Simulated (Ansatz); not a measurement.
Born–Oppenheimer molecular dynamics of C₃H₉FSi (14 atoms, charge 0, multiplicity 1). It starts from a relaxed structure.

Theory: RKS PBE-D4/STO-3G (Ansatz 0.2.0).

```json
{"ensemble": "NVE (velocity Verlet)", "time step": "0.5 fs", "steps asked": "100", "starting velocities drawn for": "1000 K", "seed": "525329"}
```

First frame:

```xyz
14
Properties=species:S:1:pos:R:3
Si 0.005 0.042 -0.009
C 0.039 -0.047 1.877
H -0.985 -0.131 2.278
H 0.609 -0.922 2.232
H 0.497 0.853 2.319
F 1.549 0.179 -0.581
C -1.001 1.546 -0.550
H -2.037 1.471 -0.179
H -0.573 2.484 -0.159
H -1.047 1.630 -1.649
C -0.784 -1.528 -0.702
H -1.813 -1.642 -0.324
H -0.834 -1.506 -1.804
H -0.220 -2.429 -0.410
```

Question: How far do the bonds stretch over the last three quarters of this one trajectory? (Pairs bonded in most of those frames.)

Answer: 
| bond | mean (Å) | spread (Å) | shortest | longest |
| --- | --- | --- | --- | --- |
| Si1–C2 | 1.901 | 0.010 | 1.88 | 1.92 |
| Si1–F6 | 1.661 | 0.047 | 1.59 | 1.73 |
| Si1–C7 | 1.890 | 0.025 | 1.86 | 1.92 |
| Si1–C11 | 1.914 | 0.037 | 1.84 | 1.96 |
| C2–H3 | 1.104 | 0.015 | 1.08 | 1.13 |
| C2–H4 | 1.105 | 0.006 | 1.09 | 1.12 |
| C2–H5 | 1.103 | 0.007 | 1.09 | 1.11 |
| C7–H8 | 1.104 | 0.008 | 1.09 | 1.12 |
| C7–H9 | 1.106 | 0.023 | 1.07 | 1.14 |
| C7–H10 | 1.112 | 0.036 | 1.06 | 1.16 |
| C11–H12 | 1.110 | 0.027 | 1.07 | 1.15 |
| C11–H13 | 1.117 | 0.033 | 1.06 | 1.17 |
| C11–H14 | 1.108 | 0.011 | 1.09 | 1.13 |

Mean temperature of the second half: 451 K. The conserved energy stayed within 0.44 meV per atom of its start (net change 0.15 meV per atom), so the integration is sound. A run of 0.05 ps of so small a system gives no equilibrium averages. Limits of this set-up: minimal basis.

Time of the run: 4.4 min on 1 thread of Arm Neoverse V1 (shared host), peak memory 0.095 GiB.
